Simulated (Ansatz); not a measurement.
Relaxation of C₃H₁₁NSSi (17 atoms, charge 0, multiplicity 1), to a largest force component of 0.02 eV/Å in at most 50 steps.

Theory: Ansatz 0.2.0, RKS B3LYP/6-31G*.

```xyz
17
Properties=species:S:1:pos:R:3
C 0.918 -2.030 -0.843
C 1.189 -0.497 -0.787
C 0.505 0.213 0.400
S 1.383 1.891 0.593
Si -1.321 0.467 0.319
N -1.950 1.224 1.737
H 1.453 -2.448 -1.671
H -0.155 -2.145 -1.042
H 1.157 -2.473 0.116
H 2.287 -0.406 -0.694
H 0.885 -0.024 -1.712
H 2.012 1.797 1.818
H 0.938 2.373 -0.636
H -1.705 1.393 -0.760
H -2.053 -0.815 0.168
H -1.439 2.110 1.931
H -2.907 1.501 1.576
```

Problem. Where does it end, and by what steps?

Solution. It converged. The force dipped under the threshold on the way, but the program's further checks kept it going. After 48 steps the energy has fallen by 3.726 eV; H14 moved furthest, 3.08 Å.

```tsv
step	energy less start (eV)	largest force component (eV/Å)	accepted
0	0.0000	1.675	yes
2	-1.3607	1.517	yes
4	-2.5609	2.224	yes
6	-3.3621	1.191	yes
8	-3.5079	0.239	yes
10	-3.5292	0.074	yes
12	-3.5464	0.325	yes
14	-3.5650	0.538	yes
16	-3.5922	0.697	yes
18	-3.6360	0.177	yes
20	-3.6527	0.294	yes
22	-3.6646	0.150	yes
24	-3.6757	0.222	yes
26	-3.6932	0.076	yes
28	-3.7015	0.103	yes
30	-3.7062	0.050	yes
32	-3.7069	0.028	yes
34	-3.7073	0.014	yes
36	-3.7079	0.049	yes
38	-3.7087	0.086	yes
40	-3.7104	0.138	yes
42	-3.7151	0.278	yes
44	-3.7213	0.092	yes
46	-3.7248	0.086	yes
48	-3.7258	0.014	yes
```

```xyz
17
Properties=species:S:1:pos:R:3
C 0.371 -1.315 -1.465
C 1.211 -0.252 -0.750
C 0.599 0.288 0.528
S 1.542 1.367 1.408
Si -1.127 0.168 1.143
N -2.201 1.414 0.527
H 0.884 -1.665 -2.368
H -0.605 -0.919 -1.771
H 0.190 -2.179 -0.818
H 2.203 -0.687 -0.526
H 1.416 0.570 -1.462
H 2.815 0.829 1.500
H 2.072 2.393 0.611
H -1.607 -1.221 0.860
H -1.150 0.369 2.620
H -2.293 1.497 -0.480
H -3.122 1.473 0.953
```

Whether the end is a true minimum wasn't checked by a vibrational analysis.

Run time: 4.1 min on 2 threads of Intel(R) Xeon(R) Platinum 8488C (Sapphire Rapids), on a shared host, peak memory 0.35 GiB.
